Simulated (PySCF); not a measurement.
## Bonding in `N#Cc1cnn(CC(F)(F)F)n1`

Compound: C₅H₃F₃N₄.
Atom-mapped SMILES: `[N:1]#[C:2][c:3]1[cH:4][n:5][n:6]([CH2:7][C:8]([F:9])([F:10])[F:11])[n:12]1` (hydrogens: H13 on C4; H14, H15 on C7)

Structure used (GFN2-xTB), in Å, numbered top down from 1:
```
atom  x, y, z in Å
N1     4.2232    0.5538    1.3446
C2     3.1971    0.3285    0.8897
C3     1.9588    0.0026    0.3092
C4     1.6144   -1.1680   -0.4051
N5     0.3593   -1.0525   -0.7816
N6    -0.0254    0.1179   -0.3206
C7    -1.3600    0.6028   -0.4846
C8    -2.2634    0.1007    0.6491
F9    -1.8320    0.4957    1.8485
F10   -2.3415   -1.2313    0.6768
F11   -3.5083    0.5674    0.5005
N12    0.8847    0.7869    0.3362
H13    2.2078   -2.0255   -0.6401
H14   -1.7662    0.2334   -1.4302
H15   -1.3528    1.6956   -0.4567
```

Bond orders from the PBE0/pcSseg-1 density (PySCF). Isolated species at its GFN2-xTB geometry (one conformer only).

Where do the orders between heavy atoms depart from those drawn in the SMILES?

The largest departure is 0.289, at N5–N6 (drawn aromatic, 1.211), counting aromatic bonds as 1.5. The bonds drawn aromatic range from 1.21 to 1.54.

Set the Mayer orders of the bonds between heavy atoms beside their lengths.

```tsv
bond	drawn as	length (Å)	Mayer order
N1–C2	triple	1.145	3.018
C2–C3	single	1.406	0.989
C3–C4	aromatic	1.414	1.248
C4–N5	aromatic	1.315	1.542
N5–N6	aromatic	1.315	1.211
N6–C7	single	1.429	0.890
C7–C8	single	1.534	0.996
C8–F9	single	1.334	1.028
C8–F10	single	1.335	1.028
C8–F11	single	1.338	1.007
N6–N12	aromatic	1.307	1.250
N12–C3	aromatic	1.330	1.413
```

By pair of heavy elements: C–N: lowest N6–C7 (0.890, 1.429 Å), highest N1–C2 (3.018, 1.145 Å). C–C: lowest C2–C3 (0.989, 1.406 Å), highest C3–C4 (1.248, 1.414 Å); in 1 of the 3 pairs the longer bond (by over 0.003 Å) has the higher order (by 0.02 or more). N–N: lowest N5–N6 (1.211, 1.315 Å), highest N6–N12 (1.250, 1.307 Å). C–F: lowest C8–F11 (1.007, 1.338 Å), highest C8–F9 and C8–F10 (1.028, 1.334 Å). Bonds named together lie within 0.004.

And the bonds to hydrogen?

C–H: 0.92 to 0.99 (3 bonds).

Sum the orders of all bonds at each heavy atom with more than one neighbour and set the sums beside the valence in the SMILES.

C2 4.007 (drawn 4), C3 3.650 (drawn 4), C4 3.778 (drawn 4), N5 2.753 (drawn 3), N6 3.351 (drawn 3), C7 3.730 (drawn 4), C8 4.059 (drawn 4), N12 2.663 (drawn 3). Orders between atoms that aren't bonded are not in these sums.

The Mayer order sums products of elements of PS (density times overlap matrix) between the two atoms' basis functions, so it depends on the basis set.

The run behind these numbers computed NMR shieldings as well. Cost: about 1.9 min of CPU time on one thread; the machine was shared, so the figure is rough.
